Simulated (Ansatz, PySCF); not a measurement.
Bond stretch in BrLi, singlet.

Levels of theory: UHF/cc-pVDZ (Ansatz, a program for electronic structure); RHF/cc-pVDZ (Ansatz); UKS-BLYP = unrestricted BLYP/cc-pVDZ (Ansatz); RKS-BLYP = restricted BLYP/cc-pVDZ (Ansatz); UKS-B3LYP = unrestricted B3LYP/cc-pVDZ (Ansatz); RKS-B3LYP = restricted B3LYP/cc-pVDZ (Ansatz); UKS-PBE = unrestricted PBE/cc-pVDZ in Ansatz; RKS-PBE = restricted PBE/cc-pVDZ (Ansatz); UKS-B3LYP/6-31G* = unrestricted B3LYP/6-31G*, spherical d (PySCF 2.14.0); RKS-B3LYP/6-31G* = restricted B3LYP/6-31G*, spherical d in PySCF; UKS-LDA (SVWN5)/6-31G* = unrestricted LDA (SVWN5)/6-31G*, spherical d (PySCF); RKS-LDA (SVWN5)/6-31G* = PySCF with restricted LDA (SVWN5)/6-31G*, spherical d.

Scanned distances (Å): 1.80, 1.95, 2.08, 2.17, 2.24, 2.38, 2.42, 2.50, 2.59, 2.69, 2.78, 2.94, 3.13, 3.34, 3.62, 4.00, 4.40, 4.93, 5.47, 6.19, 7.26, 8.51.

### Question
Where does the unrestricted solution first break spin symmetry (<S²> of 0.01 or more)?

### Answer
UHF: between 4.40 and 4.93 Å; UKS-BLYP: between 4.00 and 4.40 Å; UKS-B3LYP: between 4.00 and 4.40 Å; UKS-PBE: between 4.00 and 4.40 Å; UKS-B3LYP/6-31G*: between 4.00 and 4.40 Å; UKS-LDA (SVWN5)/6-31G*: between 4.00 and 4.40 Å.

```tsv
R / Å	<S²> UHF	E(RHF) − E(UHF) / kJ/mol	<S²> UKS-BLYP	E(RKS-BLYP) − E(UKS-BLYP) / kJ/mol	<S²> UKS-B3LYP	E(RKS-B3LYP) − E(UKS-B3LYP) / kJ/mol	<S²> UKS-PBE	E(RKS-PBE) − E(UKS-PBE) / kJ/mol	<S²> UKS-B3LYP/6-31G*	E(RKS-B3LYP/6-31G*) − E(UKS-B3LYP/6-31G*) / kJ/mol	<S²> UKS-LDA (SVWN5)/6-31G*	E(RKS-LDA (SVWN5)/6-31G*) − E(UKS-LDA (SVWN5)/6-31G*) / kJ/mol
1.80	0.00	0.0	0.00	0.0	0.00	0.0	0.00	0.0	0.00	0.0	0.00	0.0
1.95	0.00	0.0	0.00	0.0	0.00	0.0	0.00	0.0	0.00	0.0	0.00	0.0
2.08	0.00	0.0	0.00	0.0	0.00	0.0	0.00	0.0	0.00	0.0	0.00	0.0
2.17	0.00	0.0	0.00	0.0	0.00	0.0	0.00	0.0	0.00	0.0	0.00	0.0
2.24	0.00	0.0	0.00	0.0	0.00	0.0	0.00	0.0	0.00	0.0	0.00	0.0
2.38	0.00	0.0	0.00	0.0	0.00	0.0	0.00	0.0	0.00	0.0	0.00	0.0
2.42	0.00	0.0	0.00	0.0	0.00	0.0	0.00	0.0	0.00	0.0	0.00	0.0
2.50	0.00	0.0	0.00	0.0	0.00	0.0	0.00	0.0	0.00	0.0	0.00	0.0
2.59	0.00	0.0	0.00	0.0	0.00	0.0	0.00	0.0	0.00	0.0	0.00	0.0
2.69	0.00	0.0	0.00	0.0	0.00	0.0	0.00	0.0	0.00	0.0	0.00	0.0
2.78	0.00	0.0	0.00	0.0	0.00	0.0	0.00	0.0	0.00	0.0	0.00	0.0
2.94	0.00	0.0	0.00	0.0	0.00	0.0	0.00	0.0	0.00	0.0	0.00	0.0
3.13	0.00	0.0	0.00	0.0	0.00	0.0	0.00	0.0	0.00	0.0	0.00	0.0
3.34	0.00	0.0	0.00	0.0	0.00	0.0	0.00	0.0	0.00	0.0	0.00	0.0
3.62	0.00	0.0	0.00	0.0	0.00	0.0	0.00	0.0	0.00	0.0	0.00	0.0
4.00	0.00	0.0	0.00	0.0	0.00	0.0	0.00	0.0	0.00	0.0	0.00	0.0
4.40	0.00	0.0	0.17	0.8	0.16	1.0	0.19	1.8	0.11	0.4	0.04	0.1
4.93	0.94	20.9	0.36	5.0	0.36	7.7	0.36	7.2	0.32	5.8	0.24	2.9
5.47	0.99	53.8	0.46	9.6	0.46	14.9	0.46	12.7	0.42	12.1	0.36	6.7
6.19	1.00	89.6	0.54	14.3	0.54	22.6	0.53	18.3	0.50	19.1	0.45	11.0
7.26	1.01	128.0	0.59	18.5	0.60	30.4	0.58	23.1	0.56	26.3	0.51	14.9
8.51	1.01	156.7	0.62	20.7	0.64	36.0	0.61	25.8	0.60	31.6	0.55	17.2
```
